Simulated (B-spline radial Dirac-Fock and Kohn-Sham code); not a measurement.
# How the settings move the core levels of N

ΔSCF core binding energies without Breit or QED terms, calculated with a radial B-spline solver. Keys: rel is the Hamiltonian (dirac, or spin-free x2c and nr, where L3 and M5 stand for the whole 2p and 3d shells), method is hf or an exchange,correlation pair (spin-unpolarised, also for the hole states), nuc the nuclear model, radius_factor scales its radius, rmax is the box in bohr, h the logarithmic mesh step, order the B-spline order, points the quadrature points per cell, c_factor scales the speed of light, and damp, ndamp, maxit and tol steer the iteration. The run stops when the commutator error falls below 10·tol·max(1, Z/10), or the numerical noise floor, and the energy has settled to about 1e-8 Ha; the virial ratio is −V/T.

Base input:

```json
{"items": [{"Z": 7, "q": 0, "cfg": [[1, 0, 2], [2, 0, 2], [2, 1, 3]], "A": 14, "rrms": 2.5582, "do": "settings", "holes": ["K", "L3", "M5"],
  "settings": [{"rel": "dirac", "method": "hf", "nuc": "fermi", "radius_factor": 1.0, "rmax": 45.0, "h": 0.3, "order": 8, "points": 10, "c_factor": 1.0, "maxit": 60, "damp": 0.5, "ndamp": 3, "tol": 1e-08}]}]}
```

The ground state converged in 10 iterations, with total energy -54.32772 Ha, virial ratio 1.99884 and highest orbital energy -13.83 eV. ΔSCF binding energies: K (1s) 412.0 eV. Holes are computed only in closed shells, and unreliable hole states are left out.

Changes from the base run:

| changed setting | Δ total energy (Ha) | Δ K (eV) | iterations |
| --- | --- | --- | --- |
| rel = "x2c"; rmax = 60.0; damp = 0.2 | +0.00220 | -0.05 | 9 |
| rel = "nr" | +0.03155 | -0.25 | 10 |
| h = 0.12 | 0.00000 | 0.00 | 9 |
| nuc = "gauss" | 0.00000 | 0.00 | 10 |
| radius_factor = 2.0 | +0.00002 | 0.00 | 10 |
| rel = "nr"; radius_factor = 1.2; damp = 0.2 | ? | ? | ? |
| rmax = 25.0 | 0.00000 | 0.00 | 10 |
| method = "rpbe,pbe"; order = 5; damp = 0.2 | -0.19624 | +8.67 | 10 |
| c_factor = 0.8 | -0.01779 | +0.14 | 10 |
| nuc = "sphere" | 0.00000 | 0.00 | 10 |
| rmax = 60.0 | 0.00000 | 0.00 | 10 |
| radius_factor = 2.0; rmax = 60.0; tol = 0.0001 | +0.00002 | 0.00 | 8 |
| tol = 0.0001 | 0.00000 | 0.00 | 8 |
| radius_factor = 1.2 | 0.00000 | 0.00 | 10 |

Problem. What does the change rel = "nr"; radius_factor = 1.2; damp = 0.2 do?

Solution. The total energy moves by +0.03155 Ha and the binding energies by K -0.25 eV; the run takes 10 iterations.
